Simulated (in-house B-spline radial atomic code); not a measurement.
# Ionising Tc⁺ with different functionals

Computed with a B-spline radial code for spherical atoms: four-component Dirac-Coulomb Hamiltonian, Fermi nucleus of rms radius 4.41117 fm, spin-restricted, spherical fractional occupations for the functionals. The ionisation energy is the difference of two self-consistent energies, [Kr] 4d5 5s1 → [Kr] 4d5, without Breit or QED terms; ε is the level of the shell that loses the electron (mean over j).

Hybrids are left out here: with spherical fractional occupations of an open shell their exact exchange keeps a self-interaction that integer-occupation calculations don't have.

| method | rung | ΔSCF (eV) | -ε(5s) (eV) |
| --- | --- | --- | --- |
| LDA VWN5 | LDA | 15.19 | 11.72 |
| relativistic LDA | LDA | 15.17 | 11.70 |
| LDA PW92 | LDA | 15.19 | 11.72 |
| LDA exchange-only | LDA | ? | ? |
| PBE | GGA | 14.85 | 11.39 |
| PBEsol | GGA | 14.84 | 11.43 |
| BLYP | GGA | 14.97 | 11.43 |
| RPBE | GGA | 14.71 | 11.25 |
| PW91 | GGA | ? | ? |
| BP86 | GGA | 15.01 | 11.60 |
| AM05 | GGA | 14.79 | 11.37 |
| OLYP | GGA | 14.50 | 10.98 |

Problem. What does LDA exchange-only give?

Solution. ΔSCF 14.17 eV, and -ε(5s) = 10.70 eV.

Problem. What does PW91 give?

Solution. ΔSCF 14.92 eV, and -ε(5s) = 11.46 eV.

Problem. How do they compare with the NIST value?

Solution. NIST lists 15.260 eV (semi-empirical, ground level to ground level). Errors run from -1.09 to -0.07 eV; LDA PW92 is closest (-0.07 eV), but part of that can be cancellation, since the calculations leave out Breit-QED terms, spin polarisation, the choice among j levels, multiplet and fine-structure energies.
